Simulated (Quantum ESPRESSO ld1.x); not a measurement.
All-electron atom: Rb II in [Ar] 3d9.75 4s2 4p6 4d0.25 (fractional occupations, a model configuration). All-electron calculation, Dirac Kohn-Sham, PW86 exchange with PBE correlation, spin-unpolarised, spherical densities, point nucleus; open shells are shared between the two j in proportion to 2j + 1. Program: ld1.x of Quantum ESPRESSO 7.5. Some entries of the table are withheld. Estimate them.

| orbital | occ. | eigenvalue (eV) | <r^2> (bohr^2) |
|---|---|---|---|
| 1s1/2 | 2 | -15043.6 | 0.002186 |
| 2s1/2 | 2 | -2019.44 | 0.03718 |
| 2p1/2 | 2 | -1831.90 | 0.02844 |
| 2p3/2 | 4 | -1771.12 | 0.02986 |
| 3s1/2 | 2 | -309.031 | 0.2976 |
| 3p1/2 | 2 | -241.787 | (1) |
| 3p3/2 | 4 | -232.624 | (2) |
| 3d3/2 | 3.9 | -115.320 | 0.3308 |
| 3d5/2 | 5.85 | -113.758 | 0.3354 |
| 4s1/2 | 2 | -39.3168 | 2.350 |
| 4p1/2 | 2 | (3) | 3.198 |
| 4p3/2 | 4 | (4) | 3.338 |
| 5s1/2 | 0 | -6.5880 | 20.65 |
| 4d3/2 | 0.1 | (5) | 15.43 |
| 4d5/2 | 0.15 | (6) | 15.68 |
| 5p1/2 | 0 | -4.1873 | 34.65 |
| 5p3/2 | 0 | -4.1098 | 35.80 |

Answer. 
(1) 3p1/2 <r^2> (bohr^2): 0.3042
(2) 3p3/2 <r^2> (bohr^2): 0.3164
(3) 4p1/2 eigenvalue (eV): -23.6157
(4) 4p3/2 eigenvalue (eV): -22.6937
(5) 4d3/2 eigenvalue (eV): -4.3946
(6) 4d5/2 eigenvalue (eV): -4.3600
